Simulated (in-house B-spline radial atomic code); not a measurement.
## HSE06 excitations of P⁵⁺

Method: HSE06. Computed with a B-spline radial code for spherical atoms: linear response of the closed shell [He] 2s2 2p6 with the functional's adiabatic kernel; non-relativistic, point nucleus, no spin-orbit coupling, no double excitations, S, P, D and F terms only. Only terms of natural parity with L up to 3 were computed.

Command:
```bash
python run_td.py task.json out
```
Settings (radii: box in bohr, nucleus in fm):
```
Z                        15
electrons                10
configuration            [He] 2s2 2p6
hamiltonian              nr
method                   hse06
box_radius               16.35
intervals                50
```

Run time, properties included: 0.3 s on 1 thread of Intel(R) Xeon(R) Platinum 8488C (Sapphire Rapids), on a shared host.

The lowest states, in the order of their Tamm-Dancoff energies; the method's threshold (minus the highest occupied level) is 205.30 eV. Labels give the largest channel, * marks a mixed state, and oscillator strengths are full-response dipole values. Semilocal kernels can invert the small singlet-triplet splittings of Rydberg terms. Energies in eV:

```csv
state,full response,Tamm-Dancoff,oscillator strength
2p → 3s 3P,130.72,130.74,-
2p → 3s 1P,?,?,?
2p → 3p 3S,140.79,140.84,-
2p → 3p 3D,142.00,142.02,-
2p → 3p 1D,?,?,-
2p → 3p 1S,148.83,149.33,-
2p → 3d 3P,156.97,156.98,-
2p → 3d 3F,157.28,157.29,-
2p → 3d 1F,157.85,157.85,-
2p → 3d 1P,159.93,160.03,1.2
```

Problem. Where does 2p → 3s 1P lie?

Solution. At 131.93 eV in full response, 131.95 eV in Tamm-Dancoff, oscillator strength 0.211.

Problem. Where does 2p → 3p 1D lie?

Solution. At 142.92 eV in full response, 142.93 eV in Tamm-Dancoff.

Problem. How large is the singlet-triplet splitting of 2p → 3s (P terms) in Tamm-Dancoff?

Solution. 1.22 eV, from the unrounded values.

Problem. What polarisabilities and dispersion coefficient does the method give?

Solution. Dipole 0.1094 bohr³, quadrupole 0.05674 bohr⁵, C6 0.06668 hartree·bohr⁶ for two such species.
